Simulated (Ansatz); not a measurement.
`F[BH][GeH3]`. Total charge 0; spin multiplicity 1. The structure was optimised at the PBE0-D4/def2-TZVP level.

```xyz
7

F    -0.150    0.445   -2.132
B     0.450   -0.181   -1.138
Ge   -0.269    0.095    0.796
H     1.382   -0.880   -1.431
H     0.577   -0.661    1.834
H    -1.721   -0.406    0.904
H    -0.269    1.589    1.167
```

(1) What is the dipole moment at PBE/def2-TZVPP? (An estimate is asked.)

(2) And with r2SCAN, B3LYP, ωB97M-V? (Estimate.)

(3) Give the Mulliken charges with PBE, r2SCAN, ωB97M-V in def2-TZVPP. (An estimate is asked.)

Answers

(1) The calculation gave: 0.46 D, with components (0.35, -0.29, 0.05) D in this frame, pointing from negative to positive charge.

(2) Computed: r2SCAN 0.52 D, B3LYP 0.58 D, ωB97M-V 0.57 D.

(3) Ansatz gave: 
```json
{"atom": "F1", "PBE": "-0.15", "r2SCAN": "-0.22", "ωB97M-V": "-0.19"}
{"atom": "B2", "PBE": "0.21", "r2SCAN": "0.27", "ωB97M-V": "0.22"}
{"atom": "Ge3", "PBE": "-0.01", "r2SCAN": "0.02", "ωB97M-V": "-0.10"}
{"atom": "H4", "PBE": "-0.02", "r2SCAN": "-0.03", "ωB97M-V": "0.04"}
{"atom": "H5", "PBE": "-0.01", "r2SCAN": "-0.02", "ωB97M-V": "0.01"}
{"atom": "H6", "PBE": "-0.01", "r2SCAN": "-0.02", "ωB97M-V": "0.01"}
{"atom": "H7", "PBE": "-0.01", "r2SCAN": "-0.02", "ωB97M-V": "0.01"}
```

B3LYP here is the variant with VWN-RPA as its local correlation; programs differ in this.
